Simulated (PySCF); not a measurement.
# A small calculation by hand: oscillator strength and radiative lifetime

(Z)-2-chloro-3-fluorobut-2-ene (C4H6ClF), SMILES C(=C(/Cl)C)(/F)C.

Coordinates come from a B3LYP-D3(BJ)/def2-SVP optimisation.

TDDFT-CAM-B3LYP/def2-SVPD in PySCF puts the first singlet state with f over 0.02 at 6.90 eV (vertical), with the transition dipole (-0.455, 1.629, 0.000) in atomic units.

Task: Find the oscillator strength, the wavelength and the radiative lifetime that this transition would have in vacuum if emission retraced absorption.

Result: 
|μ|² = 2.8607 au, so |μ| = 4.30 D. ΔE = 6.90/27.211 = 0.2536 hartree. f = (2/3) ΔE |μ|² = 0.484 (the program prints 0.484).
λ = 1239.84/6.90 = 180 nm; ν = 55652 cm⁻¹.
Einstein's coefficient A = 0.6670 ν² f s⁻¹ (ν in cm⁻¹) = 1.0e9 s⁻¹, so τ = 1/A = 1.0 ns. This state is S3; the lower singlets have f = 0.000, 0.005. The figure is the radiative limit of this one transition; relaxation, internal conversion, crossing to triplets and a medium change what is measured.
